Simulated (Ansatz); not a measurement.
The cluster B8N⁺ was relaxed with PBE0-D4 (def2-SVP) in Ansatz in these states: charge +1 quintet, charge +1 singlet, charge +1 triplet. The geometries follow in no particular order.

A:

```xyz
9

N     1.696   -1.857    0.092
B     1.686   -0.663   -0.504
B     0.436   -1.754    0.519
B    -0.055    1.946   -0.617
B    -1.822    0.403    0.829
B    -0.950   -0.929    0.767
B    -1.440    1.751    0.108
B     1.015    0.786   -0.841
B    -0.566    0.317   -0.354
```

B:

```xyz
9

N     1.4429    1.6727    0.8995
B     1.2236    0.4317    1.3283
B     0.6420    1.7348   -0.1619
B    -0.4784   -1.9132    0.4752
B    -1.2769   -0.1238   -1.5715
B    -0.4349    1.1117   -1.1954
B    -1.3389   -1.5523   -0.8348
B     0.5165   -1.0205    1.2433
B    -0.2959   -0.3411   -0.1828
```

C:

```csv
atom,x (Å),y (Å),z (Å)
N1,2.203,-0.761,0.823
B2,1.312,-1.307,-0.003
B3,1.488,0.340,1.049
B4,-1.462,-0.692,-1.230
B5,-1.211,1.615,0.230
B6,0.230,1.339,0.904
B7,-2.040,0.705,-0.763
B8,-0.063,-1.398,-0.840
B9,-0.457,0.158,-0.171
```

Question: Judge from the bond lengths which geometry belongs to which state (an estimate).

Answer: A is the charge +1 singlet (B2–B3 1.950 Å, B4–B8 1.594 Å, B5–B6 1.594 Å); B is the charge +1 triplet (B2–B3 2.063 Å, B4–B8 1.542 Å, B5–B6 1.542 Å); C is the charge +1 quintet (B2–B3 1.962 Å, B4–B8 1.615 Å, B5–B6 1.615 Å).

At PBE0-D4/def2-TZVP a singlet lies 0.14 eV below the charge +1 triplet. At PBE0-D4/def2-TZVP a singlet lies 2.50 eV below the charge +1 quintet. These are the stationary points nearest to one start from a short search; other shapes may lie lower in each state.
